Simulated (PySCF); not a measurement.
Na(OH) (HNaO), SMILES [OH][Na]. Heavy atoms are numbered as in [Na:1][OH:2]. Hydrogens are named by the atom that carries them.

The structure is a stationary point at ωB97X-D3(BJ)/def2-TZVPD. The isomer is the one that the SMILES or the coordinates give; other isomers of the formula were not compared.

Computed with KT2/pcSseg-2 run with PySCF.

GIAO shieldings, no solvent; atoms alike by connectivity are averaged. δ = σ(ref) − σ: ¹⁷O against H2O (σ = 324.0 ppm); ¹H against TMS (σ = 31.47 ppm), references at their B3LYP-D3(BJ)/def2-TZVP geometries, non-relativistic.

```tsv
nucleus	atoms	count	δ (ppm)
¹⁷O	O2 (OH)	1	-68.5
¹H	H on O2	1	-2.32
```
